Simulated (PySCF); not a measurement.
# Electron correlation in Zr⁺ (zirconium, charge +1)

[Kr] 4d2 5p1, one real determinant (an excited configuration). All numbers are calculated (PySCF 2.14, scalar relativity through the core potential, in def2-TZVPPD with the def2 core potential (28 electrons)). Frozen: nothing; 11 electrons correlated.

```tsv
level	correlation energy (mhartree)
CCSD	-219.58
(T)	-5.48
CCSD(T)	-225.06
```

Diagnostics: T1 = 0.011, D1 = 0.0436, largest double amplitude 0.074.

The real determinant used has ⟨L²⟩ near 14 against 20 for a pure G term, so it mixes terms.

Cost of the coupled-cluster step: of the order of 12 core-seconds, for 11 correlated electrons.

Iterations:

```
CC2 = 0
CCSD nocc = (np.int64(7), np.int64(4)), nmo = (56, 56)
frozen orbitals [[], []]
max_cycle = 100
direct = 0
conv_tol = 1e-08
conv_tol_normt = 1e-06
diis_space = 8
diis_start_cycle = 0
Init t2, MP2 energy = -0.203514007012003
Init E_corr(UCCSD) = -0.203514007012174
cycle = 1  E_corr(UCCSD) = -0.214819855251266  dE = -0.0113058482  norm(t1,t2) = 0.0417841
cycle = 2  E_corr(UCCSD) = -0.217936863962974  dE = -0.00311700871  norm(t1,t2) = 0.0180786
cycle = 3  E_corr(UCCSD) = -0.219457004404578  dE = -0.00152014044  norm(t1,t2) = 0.0119386
cycle = 4  E_corr(UCCSD) = -0.21931111175511  dE = 0.000145892649  norm(t1,t2) = 0.00710043
cycle = 5  E_corr(UCCSD) = -0.219418337415795  dE = -0.000107225661  norm(t1,t2) = 0.00407889
cycle = 6  E_corr(UCCSD) = -0.219582746347775  dE = -0.000164408932  norm(t1,t2) = 0.00164498
cycle = 7  E_corr(UCCSD) = -0.21957173396832  dE = 1.10123795e-05  norm(t1,t2) = 0.000974861
cycle = 8  E_corr(UCCSD) = -0.219576916239977  dE = -5.18227166e-06  norm(t1,t2) = 0.000642966
cycle = 9  E_corr(UCCSD) = -0.219581928162364  dE = -5.01192239e-06  norm(t1,t2) = 0.000354613
cycle = 10  E_corr(UCCSD) = -0.219581592175744  dE = 3.3598662e-07  norm(t1,t2) = 0.000252554
cycle = 11  E_corr(UCCSD) = -0.219584572144916  dE = -2.97996917e-06  norm(t1,t2) = 0.00018468
cycle = 12  E_corr(UCCSD) = -0.21958336134381  dE = 1.21080111e-06  norm(t1,t2) = 0.000152259
cycle = 13  E_corr(UCCSD) = -0.219581545932531  dE = 1.81541128e-06  norm(t1,t2) = 0.000101845
cycle = 14  E_corr(UCCSD) = -0.219581960542696  dE = -4.14610165e-07  norm(t1,t2) = 6.97072e-05
cycle = 15  E_corr(UCCSD) = -0.219583031589678  dE = -1.07104698e-06  norm(t1,t2) = 4.66748e-05
cycle = 16  E_corr(UCCSD) = -0.219582742487793  dE = 2.89101885e-07  norm(t1,t2) = 3.08847e-05
cycle = 17  E_corr(UCCSD) = -0.219582531336222  dE = 2.1115157e-07  norm(t1,t2) = 1.31158e-05
cycle = 18  E_corr(UCCSD) = -0.219582498585014  dE = 3.27512083e-08  norm(t1,t2) = 7.69003e-06
cycle = 19  E_corr(UCCSD) = -0.219582456733807  dE = 4.18512066e-08  norm(t1,t2) = 5.86796e-06
cycle = 20  E_corr(UCCSD) = -0.219582354063214  dE = 1.02670593e-07  norm(t1,t2) = 3.69219e-06
cycle = 21  E_corr(UCCSD) = -0.219582306043913  dE = 4.80193011e-08  norm(t1,t2) = 2.08642e-06
cycle = 22  E_corr(UCCSD) = -0.219582315012361  dE = -8.96844857e-09  norm(t1,t2) = 1.52997e-06
cycle = 23  E_corr(UCCSD) = -0.219582349501704  dE = -3.44893426e-08  norm(t1,t2) = 1.13577e-06
cycle = 24  E_corr(UCCSD) = -0.219582356745587  dE = -7.24388308e-09  norm(t1,t2) = 6.57302e-07
UCCSD converged
E(UCCSD) = -46.34215055143097  E_corr = -0.2195823567455871
UCCSD(T) correction = -0.00548040723400644
```

The reference is one real determinant that mixes LS terms of this configuration.

The basis has no tight functions for the innermost shells, so their pair energies are far from complete.

This basis was not built for core-valence correlation, so the inner-shell part is incomplete.
